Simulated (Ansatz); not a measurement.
```yaml
crystal:
  periodic: [false, false, false]
  atoms:
    - {symbol: C, position_ang: [-0.214966, 0.547106, -2.294279]}
    - {symbol: Si, position_ang: [-0.925575, 0.650467, -0.570766]}
    - {symbol: N, position_ang: [0.060737, -0.162074, 0.595466]}
    - {symbol: C, position_ang: [0.164289, -1.615831, 0.493730]}
    - {symbol: Si, position_ang: [0.788728, 0.566957, 1.977259]}
    - {symbol: H, position_ang: [-0.877683, 1.048129, -3.005438]}
    - {symbol: H, position_ang: [-0.101997, -0.489115, -2.622637]}
    - {symbol: H, position_ang: [0.764915, 1.027731, -2.340761]}
    - {symbol: H, position_ang: [-2.289550, 0.042536, -0.593757]}
    - {symbol: H, position_ang: [-1.036872, 2.068220, -0.139697]}
    - {symbol: H, position_ang: [0.008734, -1.952046, -0.535706]}
    - {symbol: H, position_ang: [-0.572222, -2.129194, 1.123283]}
    - {symbol: H, position_ang: [1.160266, -1.960885, 0.791162]}
    - {symbol: H, position_ang: [0.131183, 0.152058, 3.251065]}
    - {symbol: H, position_ang: [2.214499, 0.141766, 2.072502]}
    - {symbol: H, position_ang: [0.702612, 2.041574, 1.842974]}
basis:
  gaussian: {orbitals: aug-cc-pVTZ, nuclear_model: gaussian}
magnetization: {spin_polarized: true, initial_magnetization: 1}
hamiltonian: {xc: {name: CAM-B3LYP}, dispersion: d3bjatm}
accuracy: high
```

```sh
$ ansatz run in.yaml --threads 2 --pin off --events-out ev --progress --plain --max-ram 32768MiB --backend cuda --devices 0, --max-vram 18GiB
```

It prints (some lines left out):

```
Error: a molecule whose nuclei and cores have a total charge of 58 cannot have a net charge of 0 together with 1 unpaired electrons
```

In this input the number of unpaired electrons doesn't fit the electron count. The program refused the input.
